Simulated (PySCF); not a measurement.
CH3Cl2OTa, multiplicity 1. Atoms are numbered in the order given.

```xyz
8

Ta     0.0987     0.1288     0.0000
O      1.6590     0.8473     0.0000
Cl    -0.2711    -0.9922    -1.9956
Cl    -0.2711    -0.9922     1.9956
C     -1.1777     1.8467     0.0000
H     -0.9776     2.4660    -0.8917
H     -2.2385     1.5403     0.0000
H     -0.9776     2.4660     0.8917
```

The structure is a stationary point at B3LYP-D3(BJ)/def2-SVP. The spin state was assumed, not searched. The structure was generated by enumeration; whether it is a known compound was not checked. The def2 effective core potentials stand for the cores of Ta; spin–orbit coupling is left out.

Level of theory: PBE/def2-TZVP in PySCF.

ESP charges are fitted to the potential on shells at 1.4 to 2.0 van der Waals radii. Atomic charges (e):

```
atom  Löwdin  ESP fit
----  ------  -------
Ta1     0.18     0.79
O2     -0.22    -0.38
Cl3     0.08    -0.16
Cl4     0.08    -0.16
C5     -0.53    -0.64
H6      0.14     0.19
H7      0.13     0.16
H8      0.14     0.19
```
